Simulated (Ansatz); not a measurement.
The HOMO–LUMO gap down a group: Cl to I

One atom is swapped for its congeners: HCl+; HBr+; HI+. All are doublets with charge 1.

Shapes, held fixed at every level: PBE0-D4/def2-TZVP. Programs: Ansatz 0.2.0. Values in eV.

| level | HCl+ | HI+ |
| --- | --- | --- |
| PBE-D4/def2-TZVPP | 0.46 | 0.15 |
| r2SCAN-D4/def2-TZVPP | 1.38 | 0.82 |
| BHLYP-D4/def2-TZVPP | 6.40 | 4.59 |
| PBE0-D4/def2-TZVPP | 3.54 | 2.49 |
| r2SCAN0-D4/def2-TZVPP | 4.18 | 2.94 |
| wB97X-V/def2-TZVPP | 8.43 | 7.07 |
| wB97M-V/def2-TZVPP | 8.18 | 6.94 |

Q: Estimate the column for HBr+ from its neighbours.

A: The mean of the neighbours at wB97M-V/def2-TZVPP is 7.56 eV, against 7.61 from the run. All rows: PBE-D4/def2-TZVPP 0.24; r2SCAN-D4/def2-TZVPP 1.00; BHLYP-D4/def2-TZVPP 5.44; PBE0-D4/def2-TZVPP 2.97; r2SCAN0-D4/def2-TZVPP 3.49; wB97X-V/def2-TZVPP 7.77; wB97M-V/def2-TZVPP 7.61 eV. At wB97M-V/def2-TZVPP the HOMO–LUMO gap falls at every step, from 8.18 to 6.94 eV. Every level shows the same order. Open shells run unrestricted unless RO is named. For atoms past krypton def2 sets carry core potentials with scalar relativity. Relativity is left out for Br unless named. Orbital gaps aren't excitation energies, and the LUMO depends on the basis.
